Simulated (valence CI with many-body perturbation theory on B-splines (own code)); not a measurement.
**E1 transitions of Nd⁴⁵⁺**

Computed by configuration interaction combined with many-body perturbation theory (CI+MBPT): five valence electrons over a frozen Dirac-Fock core [Ne], radial functions for each j: 9 s, 9 p, 8 d, 6 f, 3 g, 1 h, with the one-electron correlation potential Σ1 (screened to all orders), the two-electron term Σ2, the three-electron term Σ3, Breit, model QED; selected single and double excitations, second order for the rest (own B-spline code, finite nucleus).

No measured spectrum was set against this ion. As an estimate, large intervals hold to a few tenths of a per cent, small ones and those within an open d or f shell to about a per cent. Among the levels kept, up to 500 cm⁻¹ of a level comes from second order outside the variational space, and about a tenth of that is noise between levels of different J, which matters for small intervals.

Lines 1 to 50 of 199 in falling wavelength, among levels below 35.654 Ry, chosen from the strongest by gf and those to the six lowest levels. Wavelengths and rates use the calculated energies. Electric multipoles are in the length gauge, E1 and E2 with the static RPA response of the core. Weak lines are less certain than strong ones. Lines between different terms over intervals too small for the method are left out, as are lines whose strength nearly cancels. The highest levels of a list are the least certain.

Levels are named by their leading jj configuration (3d3/2^4 stands for four electrons in 3d with j = 3/2), which in mixed levels can hold well under half, so a name can repeat and another be missing. Letters in brackets count levels of one name in rising energy.

```
λ vac (nm)                               Upper                               Lower   A (s⁻¹)  S (a.u.) with core polarisation  S without
     37.58          (3s^2 3p1/2^2 3d3/2) J=3/2          (3s^2 3p1/2 3p3/2^2) J=1/2  8.37e+03                         8.77e-07   8.75e-07
     27.81          (3s^2 3p1/2^2 3d3/2) J=3/2          (3s^2 3p1/2 3p3/2^2) J=5/2  1.57e+07                         6.67e-04   6.79e-04
     23.73                (3s^2 3p3/2^3) J=3/2          (3s^2 3p1/2^2 3d5/2) J=5/2  3.79e+05                         1.00e-05   1.02e-05
     23.00          (3s^2 3p1/2^2 3d3/2) J=3/2          (3s^2 3p1/2 3p3/2^2) J=3/2  5.65e+05                         1.36e-05   1.39e-05
     15.95      (3s 3p1/2^2 3p3/2 3d5/2) J=5/2        (3s 3p1/2 3p3/2^3) J=3/2 [a]  1.44e+08                         1.73e-03   1.76e-03
     15.19          (3s^2 3p1/2^2 3d5/2) J=5/2          (3s^2 3p1/2 3p3/2^2) J=5/2  1.24e+08                         1.29e-03   1.31e-03
     14.62  (3s 3p1/2^2 3p3/2 3d3/2) J=5/2 [a]  (3s^2 3p1/2 3p3/2 3d3/2) J=3/2 [b]  9.75e+08                         9.03e-03   9.20e-03
     14.38  (3s 3p1/2^2 3p3/2 3d3/2) J=3/2 [a]  (3s^2 3p1/2 3p3/2 3d3/2) J=1/2 [b]  3.50e+08                         2.06e-03   2.10e-03
     14.21  (3s 3p1/2^2 3p3/2 3d3/2) J=1/2 [a]  (3s^2 3p1/2 3p3/2 3d3/2) J=1/2 [b]  5.36e+08                         1.52e-03   1.55e-03
     13.95      (3s 3p1/2^2 3p3/2 3d3/2) J=7/2  (3s^2 3p1/2 3p3/2 3d5/2) J=5/2 [a]  1.44e+08                         1.55e-03   1.57e-03
     13.89                (3s^2 3p3/2^3) J=3/2          (3s^2 3p1/2^2 3d3/2) J=3/2  2.53e+06                         1.34e-05   1.36e-05
     13.63          (3s^2 3p1/2^2 3d5/2) J=5/2          (3s^2 3p1/2 3p3/2^2) J=3/2  1.87e+08                         1.40e-03   1.43e-03
     12.87  (3s 3p1/2^2 3p3/2 3d3/2) J=5/2 [b]  (3s^2 3p1/2 3p3/2 3d5/2) J=7/2 [b]  2.47e+08                         1.56e-03   1.59e-03
     12.73      (3s 3p1/2^2 3p3/2 3d3/2) J=7/2  (3s^2 3p1/2 3p3/2 3d3/2) J=5/2 [b]  3.20e+09                         2.60e-02   2.65e-02
     11.82  (3s 3p1/2^2 3p3/2 3d3/2) J=3/2 [b]  (3s^2 3p1/2 3p3/2 3d3/2) J=1/2 [b]  1.08e+09                         3.53e-03   3.59e-03
     11.79  (3s 3p1/2^2 3p3/2 3d3/2) J=3/2 [b]  (3s^2 3p1/2 3p3/2 3d3/2) J=3/2 [b]  2.52e+09                         8.15e-03   8.30e-03
     11.73      (3s 3p1/2^2 3p3/2 3d5/2) J=3/2      (3s^2 3p1/2 3p3/2 3d5/2) J=1/2  3.69e+08                         1.18e-03   1.20e-03
     11.63      (3s 3p1/2^2 3p3/2 3d5/2) J=5/2  (3s^2 3p1/2 3p3/2 3d5/2) J=7/2 [b]  1.95e+08                         9.08e-04   9.26e-04
     11.51      (3s 3p1/2^2 3p3/2 3d5/2) J=3/2  (3s^2 3p1/2 3p3/2 3d5/2) J=3/2 [b]  5.26e+08                         1.58e-03   1.62e-03
     11.13  (3s 3p1/2^2 3p3/2 3d3/2) J=3/2 [b]  (3s^2 3p1/2 3p3/2 3d3/2) J=5/2 [b]  1.02e+09                         2.77e-03   2.82e-03
     10.97      (3s 3p1/2^2 3p3/2 3d5/2) J=9/2      (3s^2 3p1/2 3p3/2 3d5/2) J=9/2  5.06e+09                         3.30e-02   3.36e-02
     10.95  (3s 3p1/2^2 3p3/2 3d3/2) J=5/2 [a]      (3s^2 3p1/2 3p3/2 3d3/2) J=7/2  1.34e+09                         5.21e-03   5.30e-03
     10.92  (3s 3p1/2^2 3p3/2 3d5/2) J=7/2 [a]  (3s^2 3p1/2 3p3/2 3d5/2) J=5/2 [b]  4.85e+09                         2.50e-02   2.55e-02
     10.78  (3s 3p1/2^2 3p3/2 3d5/2) J=7/2 [a]  (3s^2 3p1/2 3p3/2 3d5/2) J=7/2 [b]  3.29e+09                         1.63e-02   1.66e-02
     10.56  (3s 3p1/2^2 3p3/2 3d3/2) J=5/2 [b]  (3s^2 3p1/2 3p3/2 3d3/2) J=3/2 [b]  9.36e+08                         3.26e-03   3.32e-03
     10.49          (3s 3p1/2^2 3p3/2^2) J=5/2          (3s^2 3p1/2 3p3/2^2) J=5/2  4.76e+09                         1.63e-02   1.66e-02
     10.37      (3s 3p1/2^2 3p3/2 3d3/2) J=7/2      (3s^2 3p1/2 3p3/2 3d3/2) J=7/2  6.25e+09                         2.75e-02   2.80e-02
     10.32  (3s 3p1/2^2 3p3/2 3d3/2) J=1/2 [b]  (3s^2 3p1/2 3p3/2 3d3/2) J=1/2 [b]  6.27e+09                         6.79e-03   6.92e-03
     10.29  (3s 3p1/2^2 3p3/2 3d3/2) J=1/2 [b]  (3s^2 3p1/2 3p3/2 3d3/2) J=3/2 [b]  2.11e+09                         2.26e-03   2.31e-03
     10.27  (3s 3p1/2^2 3p3/2 3d3/2) J=5/2 [a]  (3s^2 3p1/2 3p3/2 3d3/2) J=3/2 [a]  1.71e+09                         5.49e-03   5.60e-03
     10.15  (3s 3p1/2^2 3p3/2 3d3/2) J=3/2 [a]  (3s^2 3p1/2 3p3/2 3d3/2) J=1/2 [a]  1.56e+09                         3.22e-03   3.28e-03
     10.13  (3s 3p1/2^2 3p3/2 3d3/2) J=5/2 [a]  (3s^2 3p1/2 3p3/2 3d3/2) J=5/2 [a]  6.80e+09                         2.09e-02   2.13e-02
     10.12  (3s 3p1/2^2 3p3/2 3d3/2) J=3/2 [a]  (3s^2 3p1/2 3p3/2 3d3/2) J=3/2 [a]  5.04e+09                         1.03e-02   1.05e-02
     10.08      (3s 3p1/2^2 3p3/2 3d5/2) J=9/2  (3s^2 3p1/2 3p3/2 3d5/2) J=7/2 [a]  1.30e+10                         6.59e-02   6.71e-02
     10.07  (3s 3p1/2^2 3p3/2 3d3/2) J=1/2 [a]  (3s^2 3p1/2 3p3/2 3d3/2) J=1/2 [a]  8.28e+09                         8.34e-03   8.50e-03
     10.04  (3s 3p1/2^2 3p3/2 3d3/2) J=1/2 [a]  (3s^2 3p1/2 3p3/2 3d3/2) J=3/2 [a]  4.21e+09                         4.20e-03   4.28e-03
     10.02  (3s 3p1/2^2 3p3/2 3d3/2) J=5/2 [b]  (3s^2 3p1/2 3p3/2 3d3/2) J=5/2 [b]  3.64e+09                         1.09e-02   1.11e-02
     9.988  (3s 3p1/2^2 3p3/2 3d3/2) J=3/2 [a]  (3s^2 3p1/2 3p3/2 3d3/2) J=5/2 [a]  5.36e+09                         1.05e-02   1.07e-02
     9.887      (3s 3p1/2^2 3p3/2 3d5/2) J=5/2  (3s^2 3p1/2 3p3/2 3d5/2) J=5/2 [a]  7.87e+09                         2.25e-02   2.29e-02
     9.833  (3s 3p1/2^2 3p3/2 3d5/2) J=7/2 [b]  (3s^2 3p1/2 3p3/2 3d5/2) J=5/2 [b]  4.10e+09                         1.54e-02   1.56e-02
     9.722          (3s 3p1/2^2 3p3/2^2) J=5/2          (3s^2 3p1/2 3p3/2^2) J=3/2  7.93e+09                         2.16e-02   2.20e-02
     9.713  (3s 3p1/2^2 3p3/2 3d5/2) J=7/2 [b]  (3s^2 3p1/2 3p3/2 3d5/2) J=7/2 [b]  2.48e+09                         8.98e-03   9.15e-03
     9.653          (3s 3p1/2^2 3p3/2^2) J=1/2          (3s^2 3p1/2 3p3/2^2) J=1/2  1.68e+10                         1.49e-02   1.52e-02
     9.636          (3s 3p1/2^2 3p3/2^2) J=3/2          (3s^2 3p1/2 3p3/2^2) J=1/2  5.91e+06                         1.04e-05   1.07e-05
     9.626      (3s 3p1/2^2 3p3/2 3d3/2) J=7/2  (3s^2 3p1/2 3p3/2 3d3/2) J=5/2 [a]  1.67e+09                         5.89e-03   6.00e-03
     9.571            (3s 3p1/2 3p3/2^3) J=5/2                (3s^2 3p3/2^3) J=3/2  8.52e+09                         2.21e-02   2.25e-02
     9.531      (3s 3p1/2^2 3p3/2 3d5/2) J=5/2  (3s^2 3p1/2 3p3/2 3d5/2) J=3/2 [a]  1.17e+10                         3.01e-02   3.06e-02
     9.346      (3s 3p1/2^2 3p3/2 3d5/2) J=3/2  (3s^2 3p1/2 3p3/2 3d5/2) J=5/2 [a]  1.31e+10                         2.12e-02   2.16e-02
     9.293  (3s 3p1/2^2 3p3/2 3d5/2) J=7/2 [a]      (3s^2 3p1/2 3p3/2 3d5/2) J=9/2  3.53e+09                         1.12e-02   1.14e-02
     9.263  (3s 3p1/2^2 3p3/2 3d5/2) J=7/2 [a]  (3s^2 3p1/2 3p3/2 3d5/2) J=5/2 [a]  2.76e+08                         8.68e-04   8.85e-04
```
